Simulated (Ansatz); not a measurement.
## Abstraction of Cl: C2H5ClSn + SiH2(CH3)(SiH2) → C2H5Sn + CH7ClSi2

Species: C2H5ClSn `C=[CH][SnH2][Cl]`, singlet; SiH2(CH3)(SiH2), doublet; C2H5Sn `C=[CH][SnH2]`, doublet; CH7ClSi2 `C[SiH2][SiH2]Cl`, singlet. A radical takes Cl: the energy is the difference in strength between the Sn–Cl bond broken and the Si–Cl bond made.

Shapes, held fixed at every level: PBE0-D4/def2-TZVP. Flexible molecules stand in one conformer, not always the lowest. Programs: Ansatz 0.2.0. Electronic energies: no zero-point or thermal term.

```tsv
level	kind	ΔE (kJ/mol)	less CCSD(T)/def2-TZVPP
HF/def2-TZVPP	Hartree–Fock	-42.8	+3.5
PBE-D4/def2-TZVPP	GGA	-48.0	-1.7
r2SCAN-D4/def2-TZVPP	meta-GGA	-46.5	-0.2
wB97X-V/def2-TZVPP	range-separated hybrid	-47.7	-1.4
B2PLYP/def2-TZVPP	double hybrid	-49.9	-3.6
CCSD/def2-TZVPP	coupled cluster or CI	-46.5	-0.2
CCSD(T)/def2-TZVPP	coupled cluster or CI	-46.3	0.0
```

The highest level, CCSD(T)/def2-TZVPP, gives ΔE = -46.3 kJ/mol; the levels span -49.9 to -42.8. The column of differences is taken from that level and isn't an error. No measured value is set beside it here. Spin contamination: C2H5Sn (⟨S²⟩ up to 0.83). Open shells run unrestricted unless RO is named. For atoms past krypton def2 sets carry core potentials with scalar relativity. Correlated rows may include outer-core shells of Sn, which these sets cover unevenly.
